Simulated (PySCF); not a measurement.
**MC cations for M along group 14**

MP2 with double-zeta basis sets in PySCF, for the lowest determinant that a PBE0 search found; no spin–orbit coupling. De refers to high-spin ground-configuration atoms (the charge goes to the atom of lower measured ionisation energy or higher electron affinity, which is not always the lowest computed limit).

```csv
M,basis,"reference, frozen orbitals",charged atom,state (unpaired electrons),Re (Å),ωe (cm⁻¹),De (eV)
C,cc-pVDZ,"UHF, 2",C+,"quartet (σ ↑, π ↑↑)",1.416,1400,5.38
Si,def2-SVP,"UHF, 6",Si+,"quartet (σ ↑, π ↑↑)",1.811,894,3.27
Ge,def2-SVPD,"UHF, 10",Ge+,"quartet (σ ↑, π ↑↑)",1.903,736,2.92
Sn,x2c-SVPall,"UHF, 19",Sn+,"quartet (σ ↑, π ↑↑)",2.111,643,2.32
```

The shortest bond is that of C₂⁺ (1.416 Å), the longest that of SnC⁺ (2.111 Å). C₂⁺ is bound most strongly (5.38 eV) and SnC⁺ least (2.32 eV).

The rows differ in basis set, which adds steps of its own.

Down a group the atoms grow and get heavier, so bonds lengthen and wavenumbers fall; this series shows no clear exception.

Correlated steps freeze the inner cores (2 to 19 orbitals); shallow outer-core shells are correlated. Correlated levels converge slowly with the basis: in double zeta they bind strong bonds too weakly, by up to about 1 eV, and carry superposition errors of some tenths. Spin–orbit coupling is left out, which matters for elements this heavy, above all for dissociation energies. For an ion De counts to the pair picked by the measured ionisation energies or electron affinities, which need not be the lowest pair at this level. States were picked by a PBE0 search and need not be the measured ground states.
